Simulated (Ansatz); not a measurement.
`CCCOCCC` + `FC(S)[SeH]` → `CSC(F)[SeH]` + `CCCOCC`  (substitution at a C–C bond)

Calculated with Ansatz (gas phase, PBE0-D4/def2-TZVP geometries, no zero-point term in ΔE). CBS: MP2 limit from def2 TZ/QZ plus the TZ coupled-cluster correction, frozen cores. DFT in def2-TZVPP. B3LYP here is the variant with VWN-RPA as its local correlation; programs differ in this. For Se outer-core shells are correlated without core-valence functions, which leaves a few kJ/mol of doubt a bond. Scalar relativity is left out up to krypton. Each species was taken in one conformer, which may not be the lowest.

| level | ΔE (kJ/mol) | difference from CCSD(T)/CBS |
| --- | --- | --- |
| PBE-D4 | -1.7 | -3.8 |
| r2SCAN-D4 | 0.1 | -2.0 |
| PBE0-D4 | 0.5 | -1.6 |
| ωB97M-V | 2.5 | 0.4 |
| PBE0 | 1.8 | -0.3 |
| B3LYP | 2.0 | -0.1 |
| CCSD/def2-TZVPP | 6.4 | 4.3 |
| HF/CBS(def2) | 5.9 | 3.8 |
| MP2/CBS(def2) | -0.3 | -2.4 |
| CCSD/CBS(def2) | 3.6 | 1.5 |
| CCSD(T)/CBS | 2.1 | 0 |

Largest T1 diagnostic among the species: 0.011.

CCSD(T)/CBS has its own doubt, a few kJ/mol and more with outer-core shells, so smaller differences from it don't rank the levels.
